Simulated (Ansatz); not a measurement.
Molecule: dibromo(dimethyl)silane, C2H6Br2Si, net charge 0, singlet state. 
Coordinates optimised at B3LYP-D3(BJ)/def2-TZVP (Ansatz, a program for electronic structure):
```
Si
C 1 1.8571
H 2 1.0898 1 110.74
H 2 1.0918 3 108.57 1 -120.91
H 2 1.0918 3 108.57 4 -118.19
C 1 1.8571 2 114.19 3 180.00
H 6 1.0898 1 110.74 2 180.00
H 6 1.0918 7 108.57 1 -120.91
H 6 1.0918 7 108.57 8 -118.19
Br 1 2.2416 2 108.53 3 58.80
Br 1 2.2416 2 108.53 3 -58.80
```

Parts of the frozen-core correlation energy in def2-QZVPPD (Ansatz, hartree). Frozen orbitals: 35; correlated occupied orbitals by spin: 16 and 16; virtual: 545 and 545. No spin-orbit coupling. No relativistic terms.

| term | value |
|---|---|
| reference (HF) | -5513.28465 |
| MP2 opposite-spin | -0.67296 |
| MP2 same-spin | [?] |
| CCSD correlation | [?] |
| (T) | [?] |
| T1 diagnostic | 0.009 |
| largest doubles amplitude | 0.014 |

Q: Some entries are withheld; supply them.

A: 
- MP2 same-spin, value: -0.19364
- CCSD correlation, value: -0.91786
- (T), value: -0.04058
